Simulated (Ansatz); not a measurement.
`OB(S)O[SiH3]` + H₂S → `[SiH3]OB(S)S` + H₂O  (ligand exchange at a B–O bond)

Gas-phase electronic energies from Ansatz, PBE0-D4/def2-TZVP geometries. CCSD(T)/CBS adds triple-zeta CCSD(T) − MP2 to the extrapolated MP2 energy (def2 sets, frozen cores). This one scheme is used for every species. DFT in def2-TZVPP. One conformer a species, not always the lowest.

`OB(S)O[SiH3]`:

Cartesian coordinates in Å:
```
O -2.280 -0.906 -0.035
B -1.087 -0.326 -0.327
S -0.821 0.364 -2.008
O -0.159 -0.294 0.657
Si 1.364 0.206 0.992
H -2.909 -0.907 -0.759
H 0.432 0.798 -1.808
H 1.309 1.170 2.116
H 2.178 -0.974 1.366
H 1.973 0.869 -0.194
```

H₂S:

Cartesian coordinates in Å:
```
S -0.168 0.593 -0.059
H 0.712 -0.049 0.723
H -0.544 -0.544 -0.663
```

`[SiH3]OB(S)S`:

Z-matrix (Å, degrees):
```
Si
O 1 1.653
H 1 1.481 2 107.6
H 1 1.484 2 110.5 3 -120.4
H 1 1.482 2 108.0 3 118.9
B 2 1.351 1 138.1 3 125.9
S 6 1.814 2 120.4 1 179.2
S 6 1.822 2 120.4 1 -0.9
H 7 1.343 6 95.5 2 0.1
H 8 1.342 6 96.3 2 180.0
```

H₂O:

```xyz
3

O    -0.118   -0.301   -0.216
H    -0.633    0.198    0.421
H     0.752    0.103   -0.205
```

```
             level  ΔE (kJ/mol)  difference from CCSD(T)/CBS
           ωB97X-V         58.1                          6.3
           ωB97M-V         59.2                          7.4
            B2PLYP         59.6                          7.8
            r2SCAN         57.1                          5.3
              PBE0         54.7                          2.9
    MP2/def2-TZVPP         49.9                         -1.9
   CCSD/def2-TZVPP         60.0                          8.2
SCS-MP2/def2-QZVPP         53.1                          1.3
      HF/CBS(def2)         75.8                         24.0
    CCSD/CBS(def2)         55.5                          3.7
       CCSD(T)/CBS         51.8                            0
```

Largest T1 diagnostic among the species: 0.013.

The D4 term adds −6.6 kJ/mol with B3LYP and −3.5 kJ/mol with PBE0; it sums over pairs of atoms, weighted by their polarisabilities, and B3LYP, whose exchange is more repulsive, gets the larger term. In def2-TZVPP, CCSD(T) changes the Hartree–Fock value by −18.8 kJ/mol (the triples alone add −3.7 kJ/mol) and MP2 by −25.2 kJ/mol.

CCSD(T)/CBS has its own doubt, a few kJ/mol and more with outer-core shells, so smaller differences from it don't rank the levels.

B3LYP here is the variant with VWN-RPA as its local correlation; programs differ in this.
